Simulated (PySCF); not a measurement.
## How methods differ on the excitation energy of Pt⁺

Pt⁺ [Xe] 4f14 5d9 (2D) → Pt⁺ [Xe] 4f14 5d8 6s1 (4F), as a difference of total energies. All numbers are calculated (PySCF 2.14, the spin-free X2C one-electron Hamiltonian (Gaussian nucleus), in ANO-RCC-VTZP (8s7p5d3f1g, 84 functions)). The calculations carry no spin-orbit coupling.

```json
{"method": "UHF", "excitation energy (eV)": "0.293"}
{"method": "B3LYP", "excitation energy (eV)": "0.758"}
{"method": "LC-wPBE", "excitation energy (eV)": "0.855"}
{"method": "BHandHLYP", "excitation energy (eV)": "0.766"}
```

The basis was made for the ground configuration and has no added diffuse functions, so the excitation energy can come out too high.
